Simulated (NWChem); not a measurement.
CH₃ISi, singlet; SMILES C[Si]I

All runs: NWChem. Low-valent species are run as closed-shell singlets; no triplet was tried in these runs. def2 effective core potentials on I; no spin-orbit coupling. B3LYP is NWChem's, with the RPA form of VWN correlation. Each level has its own optimisation; frequencies are unscaled.

For level B3LYP/3-21G (all-electron, non-relativistic):

```
Property       Value
-------------  -----
r I–Si (Å)     2.684
r C–Si (Å)     1.945
lowest (cm⁻¹)     81
```

Problem. Estimate the same quantities for level PBE0/def2-SVP (core potentials).

Solution. 
| Property | Value |
|---|---|
| r I–Si (Å) | 2.499 |
| r C–Si (Å) | 1.901 |
| lowest (cm⁻¹) | 64 |
